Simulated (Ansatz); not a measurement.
`[AlH2][CH2][SiH2][SiH3]` → Al• + C• + 9 H• + 2 Si•  (atomization)

Isolated molecules relaxed with PBE0-D4/def2-TZVP in Ansatz; ΔE leaves out vibrations. CCSD(T)/CBS is the MP2 limit (def2-TZVPP, def2-QZVPP) plus CCSD(T) − MP2 in def2-TZVPP, frozen cores. This one scheme is used for every species, atoms too. For atomizations the MP2-based limit and the directly extrapolated one differ by several kJ/mol either way, and by 10 to 25 for some Ge, Se and Sn compounds, so smaller differences from it don't rank the levels. Functionals use def2-TZVPP. No spin–orbit coupling; open shells (•) take unrestricted orbitals. Spin–orbit coupling would lower the free atoms: a little for Al, C, Si. Each species was taken in one conformer, which may not be the lowest.

`[AlH2][CH2][SiH2][SiH3]`:

Cartesian coordinates in Å:
```
Al -1.732 -0.364 0.084
C -0.567 0.289 -1.376
Si 1.170 -0.128 -0.860
Si 1.015 0.248 1.449
H -2.836 0.588 0.716
H -1.738 -1.930 0.364
H -0.680 1.373 -1.482
H -0.813 -0.174 -2.337
H 2.274 0.666 -1.470
H 1.469 -1.573 -1.059
H 1.192 1.663 1.869
H -0.472 -0.008 1.702
H 1.718 -0.650 2.399
```

Problem. What is ΔE at CCSD(T)/CBS? (Estimate.)

Solution. Ansatz gave: +3955.2 kJ/mol.

Problem. What do these levels give: BLYP-D4, r2SCAN-D4, r2SCANh-D4, r2SCAN0-D4, r2SCAN, r2SCANh, r2SCAN0, CAM-B3LYP, MP2/def2-SVP, CCSD(T)/def2-SVP, MP2/def2-TZVPP, CCSD/def2-TZVPP? (Estimate.)

Solution. The calculation gave: BLYP-D4 3889.9, r2SCAN-D4 3955.1, r2SCANh-D4 3946.4, r2SCAN0-D4 3934.7, r2SCAN 3947.3, r2SCANh 3938.0, r2SCAN0 3925.4, CAM-B3LYP 3927.5, MP2/def2-SVP 3683.9, CCSD(T)/def2-SVP 3718.3, MP2/def2-TZVPP 3832.7, CCSD/def2-TZVPP 3825.9 kJ/mol.

Largest T1 diagnostic among the species: 0.018.

At CCSD(T), def2-SVP lies −236.9 kJ/mol from the extrapolated value and def2-TZVPP −93.6 kJ/mol: correlation converges slowly with the basis, and small sets miss more of it in the bonded molecule than in its fragments. The D4 term adds +51.6 kJ/mol with B3LYP and +27.3 kJ/mol with PBE0; it sums over pairs of atoms, weighted by their polarisabilities, and B3LYP, whose exchange is more repulsive, gets the larger term. In def2-TZVPP, CCSD(T) changes the Hartree–Fock value by +840.3 kJ/mol (the triples alone add +35.7 kJ/mol) and MP2 by +811.4 kJ/mol; breaking electron pairs costs correlation energy, which Hartree–Fock lacks.

B3LYP here is the variant with VWN-RPA as its local correlation; programs differ in this.
